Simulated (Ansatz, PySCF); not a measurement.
Reaction (SMILES): C/C=C(\C)CC -> [CH2]/C(C)=C/C + [CH3] (CH3) (the C-C bond at the site shown breaks; other sites are not compared here)
Structures are relaxed separately at B3LYP-D3(BJ)/def2-TZVP in Ansatz (an electronic-structure program), one conformer each, not searched for the lowest. Frequencies are from Ansatz or PySCF. Markedly spin-contaminated UHF reference, which strains HF, MP2 and, less, CCSD(T): [CH2]/C(C)=C/C.

Quantity: bond dissociation energy (enthalpy at 298 K, with B3LYP-D3(BJ) rigid-rotor harmonic-oscillator terms), in kcal/mol. Correlated levels leave the core frozen unless marked. Open shells are spin-unrestricted. No spin-orbit coupling. No relativistic terms. CBS marks a two-point X^-3 extrapolation of the correlation energy; Hartree-Fock from the larger set.

```
level                                         program  bond dissociation energy (kcal/mol)
-------------------------------------  --------------  -----------------------------------
HF/STO-3G                                      Ansatz                                 62.1
BLYP-D3(BJ)/def2-TZVPD                 Ansatz + dftd3                                 67.3
BLYP-D4/def2-TZVPD                     Ansatz + dftd4                                 67.5
revPBE-D4/def2-TZVPD                   Ansatz + dftd4                                 70.4
r2SCAN-D3(BJ)/def2-TZVPD               Ansatz + dftd3                                 64.8
r2SCAN-D4/def2-TZVPD                   Ansatz + dftd4                                 64.8
B3LYP-D3(BJ)/def2-TZVPD                Ansatz + dftd3                                 68.9
PBE0/def2-SVP                                  Ansatz                                 73.6
PBE0/def2-TZVPD                                Ansatz                                 70.3
HSE06-D4/def2-TZVPD                    Ansatz + dftd4                                 72.0
HSE06/def2-TZVPD                               Ansatz                                 70.5
CAM-B3LYP-D4/def2-TZVPD                Ansatz + dftd4                                 70.7
LC-wPBE/def2-TZVPD                             Ansatz                                 70.6
B2GP-PLYP-D3(BJ)/def2-TZVPD            Ansatz + dftd3                                 73.5
B2GP-PLYP-D4/def2-TZVPD                Ansatz + dftd4                                 73.4
MP2/CBS(cc-pVTZ,cc-pVQZ)                       Ansatz                                 86.5
SCS-MP2/cc-pVDZ                                Ansatz                                 81.9
SCS-MP2/cc-pVQZ                                Ansatz                                 84.8
CCSD/cc-pVDZ                                   Ansatz                                 71.0
CCSD(T) with core electrons/cc-pwCVTZ          Ansatz                                 74.7
CCSD(T)/CBS(cc-pVTZ,cc-pVQZ)                   Ansatz                                 75.6
```
